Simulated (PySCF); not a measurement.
Harmonic spectrum computed at PBE0 in the def2-TZVP basis family (core potentials from Rb on, PySCF, no spin–orbit coupling):

```
symmetry  ω (cm⁻¹)  IR (km/mol, summed over degenerate members)
       e       259                                          9.6
      a1       334                                         24.1
       e       705                                          269
      a1       745                                         78.6
```

Q: Which molecule gave it? In each, all ligands are bound to the one heavy central atom.
A. SF₃ (doublet)
B. AsF₃ (singlet)
C. IF₃ (singlet)
D. SnF₃ (doublet)
E. BrF₃ (singlet)

A: B. It has C3v symmetry with As–F 1.715 Å (×3).
